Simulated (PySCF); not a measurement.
**Scandium: a sound run and one with changed settings**

Sound run: Sc+ [Ar] 3d1 4s1, Sc(2+) [Ar] 3d1. All numbers are calculated (PySCF 2.14, no relativity, point nucleus, in pcseg-2 (6s4p3d2f1g, 56 functions)). The sound run starts from symmetry-adapted Hartree-Fock orbitals and uses a fine grid where one is needed.

Changed run: initial guess atom, at most 5 SCF cycles. This setting is unsound on purpose.

```csv
species,method,sound run (hartree),changed run (hartree),converged
Sc+,UHF,-759.52787,-759.52786,no
Sc+,PBE,-760.15761,-760.15366,no
Sc+,M06-2X,-760.37026,-760.37026,no
Sc(2+),UHF,-759.08086,-759.08086,no
Sc(2+),PBE,-759.67813,-759.67813,no
Sc(2+),M06-2X,-759.90259,-759.90259,no
```

The SCF was stopped early; the energies are upper bounds that still move, and correlated levels were skipped or rest on poor orbitals.
